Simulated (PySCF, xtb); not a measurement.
GeO, SMILES [O]=[Ge] (connectivity only; charge and spin as stated), neutral, multiplicity 1.

GFN2-xTB (xtb) at its own geometry gives an orbital gap of 4.78 eV and a dipole moment of 4.56 D.

Geometry optimised at B3LYP-D3(BJ)/def2-TZVPD.

Question: What does ωB97X/def2-TZVPD in PySCF give? (Estimate from the structure and the level; the computed values follow.)

Answer: gap 10.78 eV (levels -10.91 and -0.13 eV), dipole 3.66 D.
